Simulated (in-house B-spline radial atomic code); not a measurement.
Computed with a B-spline radial atomic code. Model: two electrons, singlet ground state, non-relativistic, full CI in B-splines with partial waves to l = 8 (at full coupling up to 3e-4 hartree above the limit, correlation up to 0.6 % small), density held at that of full coupling by Lieb maximisation.

Along the adiabatic connection the electron repulsion is scaled by a coupling λ while a local potential keeps the density fixed. At λ = 0 the system is the Kohn-Sham one and W equals the exchange energy; the exchange-correlation energy is the area under W between 0 and 1. The kinetic energy rises with λ as the electrons avoid each other, with dT/dλ = −λ dW/dλ.

Command:
```bash
python run_ac.py task.json out
```
Settings (lengths in bohr, energies in hartree):
```
potential              yukawa
strength               2.75
lmax                   8
second                 1
```

Time taken, with all properties: 64 s on 1 thread of Intel(R) Xeon(R) Processor @ 2.30GHz (shared host).

**W = mean repulsion less Hartree energy, and W of three functionals.**

Given: confinement screened point charge; nuclear charge 2.75; screening of the nucleus 1 1/bohr; external potential -Z exp(-k r)/r.

Computed: LDA exchange minus exact 169.98 millihartree; PBE exchange minus exact 1.9778 millihartree.

```json
{"coupling": "0", "W xc (hartree)": "-1.2794", "W xc minus exchange (millihartree)": "0", "kinetic minus Kohn-Sham (millihartree)": "0", "LDA (PW92) W minus its exchange (millihartree)": "0", "PBE W minus its exchange (millihartree)": "0", "SCAN W minus its exchange (millihartree)": "0"}
{"coupling": "0.02", "W xc (hartree)": "-1.2815", "W xc minus exchange (millihartree)": "-2.025", "kinetic minus Kohn-Sham (millihartree)": "0.02", "LDA (PW92) W minus its exchange (millihartree)": "-12.34", "PBE W minus its exchange (millihartree)": "-1.65", "SCAN W minus its exchange (millihartree)": "-1.81"}
{"coupling": "0.05", "W xc (hartree)": "?", "W xc minus exchange (millihartree)": "?", "kinetic minus Kohn-Sham (millihartree)": "?", "LDA (PW92) W minus its exchange (millihartree)": "?", "PBE W minus its exchange (millihartree)": "?", "SCAN W minus its exchange (millihartree)": "?"}
{"coupling": "0.12", "W xc (hartree)": "-1.2914", "W xc minus exchange (millihartree)": "-11.924", "kinetic minus Kohn-Sham (millihartree)": "0.71", "LDA (PW92) W minus its exchange (millihartree)": "-48.98", "PBE W minus its exchange (millihartree)": "-10.03", "SCAN W minus its exchange (millihartree)": "-10.46"}
{"coupling": "0.25", "W xc (hartree)": "-1.3037", "W xc minus exchange (millihartree)": "-24.258", "kinetic minus Kohn-Sham (millihartree)": "2.99", "LDA (PW92) W minus its exchange (millihartree)": "-82.28", "PBE W minus its exchange (millihartree)": "-20.92", "SCAN W minus its exchange (millihartree)": "-21.03"}
{"coupling": "0.4", "W xc (hartree)": "-1.3172", "W xc minus exchange (millihartree)": "-37.784", "kinetic minus Kohn-Sham (millihartree)": "7.37", "LDA (PW92) W minus its exchange (millihartree)": "-112.65", "PBE W minus its exchange (millihartree)": "-33.2", "SCAN W minus its exchange (millihartree)": "-32.5"}
{"coupling": "0.6", "W xc (hartree)": "-1.3342", "W xc minus exchange (millihartree)": "-54.736", "kinetic minus Kohn-Sham (millihartree)": "15.83", "LDA (PW92) W minus its exchange (millihartree)": "-145.81", "PBE W minus its exchange (millihartree)": "-48.92", "SCAN W minus its exchange (millihartree)": "-46.77"}
{"coupling": "0.8", "W xc (hartree)": "-1.35", "W xc minus exchange (millihartree)": "-70.558", "kinetic minus Kohn-Sham (millihartree)": "26.89", "LDA (PW92) W minus its exchange (millihartree)": "-173.68", "PBE W minus its exchange (millihartree)": "-63.86", "SCAN W minus its exchange (millihartree)": "-60.04"}
{"coupling": "1", "W xc (hartree)": "-1.3648", "W xc minus exchange (millihartree)": "-85.353", "kinetic minus Kohn-Sham (millihartree)": "40.19", "LDA (PW92) W minus its exchange (millihartree)": "-197.93", "PBE W minus its exchange (millihartree)": "-78.01", "SCAN W minus its exchange (millihartree)": "-72.45"}
{"coupling": "1.4", "W xc (hartree)": "-1.3917", "W xc minus exchange (millihartree)": "-112.22", "kinetic minus Kohn-Sham (millihartree)": "72.31", "LDA (PW92) W minus its exchange (millihartree)": "-238.88", "PBE W minus its exchange (millihartree)": "-104.12", "SCAN W minus its exchange (millihartree)": "-95.1"}
{"coupling": "2", "W xc (hartree)": "-1.4262", "W xc minus exchange (millihartree)": "-146.8", "kinetic minus Kohn-Sham (millihartree)": "130.79", "LDA (PW92) W minus its exchange (millihartree)": "-287.84", "PBE W minus its exchange (millihartree)": "-138.54", "SCAN W minus its exchange (millihartree)": "-124.65"}
{"coupling": "3", "W xc (hartree)": "?", "W xc minus exchange (millihartree)": "?", "kinetic minus Kohn-Sham (millihartree)": "?", "LDA (PW92) W minus its exchange (millihartree)": "?", "PBE W minus its exchange (millihartree)": "?", "SCAN W minus its exchange (millihartree)": "?"}
{"coupling": "4.5", "W xc (hartree)": "-1.5229", "W xc minus exchange (millihartree)": "-243.45", "kinetic minus Kohn-Sham (millihartree)": "432.41", "LDA (PW92) W minus its exchange (millihartree)": "-415.92", "PBE W minus its exchange (millihartree)": "-240.94", "SCAN W minus its exchange (millihartree)": "-211.78"}
{"coupling": "7", "W xc (hartree)": "-1.5787", "W xc minus exchange (millihartree)": "-299.23", "kinetic minus Kohn-Sham (millihartree)": "747.65", "LDA (PW92) W minus its exchange (millihartree)": "-490.62", "PBE W minus its exchange (millihartree)": "-306.34", "SCAN W minus its exchange (millihartree)": "-266.5"}
```

What belongs in the row 0.05?

W xc (hartree): -1.2845; W xc minus exchange (millihartree): -5.034; kinetic minus Kohn-Sham (millihartree): 0.13; LDA (PW92) W minus its exchange (millihartree): -25.41; PBE W minus its exchange (millihartree): -4.15; SCAN W minus its exchange (millihartree): -4.46.

What belongs in the row 3?

W xc (hartree): -1.4723; W xc minus exchange (millihartree): -192.84; kinetic minus Kohn-Sham (millihartree): 244.86; LDA (PW92) W minus its exchange (millihartree): -349.54; PBE W minus its exchange (millihartree): -185.98; SCAN W minus its exchange (millihartree): -165.14.

What is the SCAN exchange minus exact?

-13.711 millihartree.

**Energy parts, natural occupations and partial-wave weights.**

Computed: exchange energy -1.2794 hartree; correlation energy -0.045168 hartree; kinetic part of the DFT correlation energy 0.040185 hartree; kinetic part over minus potential part 0.47081; Hartree energy 2.5589 hartree; Kohn-Sham kinetic 4.7355 hartree; Lieb Oxford ratio E_xc over LDA exchange 1.1939.

```csv
natural,occupation of the shell (electrons)
s,1.9875
s,0.0072865
p,?
d,0.00021165
p,0.00018983
s,0.00014154
```

What belongs in the row p?

occupation of the shell (electrons): 0.004613.

| wave | weight |
| --- | --- |
| s | 0.99745 |
| p | 0.0024116 |
| d | 0.0001205 |
| f | ? |
| g | 3.9148e-06 |

What belongs in the row f?

weight: 1.695e-05.

What is the total energy?

-1.9242 hartree.

What is the initial slope twice GL2?

-0.10163 hartree.

Half-way to full coupling W has made 54 % of its drop, against 50 % for a straight line, and second-order (GL2) theory, half the initial slope, overshoots the correlation energy by about 13 %: a moderate bend, as in light atoms. Over couplings 0 to 1 the errors in E_xc come to about +94 millihartree for LDA, +6.7 millihartree for PBE, -7.2 millihartree for SCAN, so PBE is nearest. In LDA and SCAN the errors of exchange and correlation have opposite signs, so the sum is smaller than the larger of the two.
